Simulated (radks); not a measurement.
All-electron atom: Pr in [Xe] 4f3 6s1.75 6p0.25 (fractional occupations, a model configuration). All-electron calculation, scalar-relativistic Kohn-Sham, XLYP, spin-polarised, spherical densities, finite nucleus; open shells are filled with parallel spins first (spin-orbit coupling, left out, can overturn this in heavy ions); Fermi nuclear charge, rms radius 4.8919 fm. Program: a radial shooting solver on a logarithmic mesh with Libxc functionals.

Radial electron density D(r) = 4 pi r^2 rho(r):

```
   r/bohr * D(r) (the largest magnitude, 102, reaches the edge; | marks zero)
 0.004236 |              *
 0.005833 |                     *
 0.008033 |                             *
  0.01106 |                                    *
  0.01523 |                                         *
  0.02115 |                                        *
  0.02912 |                                    *
  0.04011 |                                      *
  0.05523 |                                                *
  0.07606 |                                                      *
   0.1047 |                                              *
   0.1454 |                                        *
   0.2002 |                                              *
   0.2758 |                                    *
   0.3798 |                  *
    0.523 |                   *
   0.7202 |                *
   0.9918 |       *
    1.377 |    *
    1.896 |  *
    2.611 |*
    3.596 *
    4.952 *
    6.819 *
    9.467 *
    13.04 *
    17.95 *
```

D(r) has 4 maxima, at r = 0.0168, 0.0743, 0.208, 0.580 bohr, and minima at 0.0323, 0.137, 0.421 bohr, inside which lie 1.96, 11.14, 29.01 electrons.
